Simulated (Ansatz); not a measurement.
Species: sum formula AlN$_{2}$H$_{5}$, net charge 0, singlet state. SMILES: [NH2][AlH][NH2]
Coordinates optimised at B3LYP-D3(BJ)/def2-TZVP (Ansatz, a quantum-chemistry and plane-wave program):
```
Al
N 1 1.7730
H 2 1.0076 1 126.34
H 2 1.0077 3 110.03 1 180.00
N 1 1.7730 2 120.19 3 0.00
H 5 1.0076 1 126.34 2 0.00
H 5 1.0077 6 110.03 1 -180.00
H 1 1.5731 2 119.91 3 180.00
```
Charge 0, spin multiplicity 1.

Property: atomisation energy (electronic, to ground-state atoms); the coupled-cluster value holds the core correlation from cc-pwCVTZ, in eV. Correlated levels leave the core frozen unless marked. UHF or UKS for open shells. No spin-orbit coupling. Non-relativistic. CBS marks a two-point X^-3 extrapolation of the correlation energy; Hartree-Fock from the larger set (for Q and 5 zeta extrapolated as (X+1)exp(-9√X)).

Level to compare with: CCSD(T)/CBS(cc-pV(Q+d)Z,cc-pV(5+d)Z) plus the core term (Ansatz), 27.24 eV. It is a level with limits of its own, and the differences hold the functionals' basis error too.

Rank these functionals by how close they come to CCSD(T)/CBS(cc-pV(Q+d)Z,cc-pV(5+d)Z), closest first: revPBE/def2-TZVPD (Ansatz); B3LYP/def2-TZVPD (Ansatz); B97M-V/def2-TZVPD (Ansatz).

B97M-V/def2-TZVPD (meta-GGA with VV10, 27.23 eV, difference -0.01), B3LYP/def2-TZVPD (global hybrid, 27.11 eV, difference -0.13), revPBE/def2-TZVPD (GGA, 26.39 eV, difference -0.85)
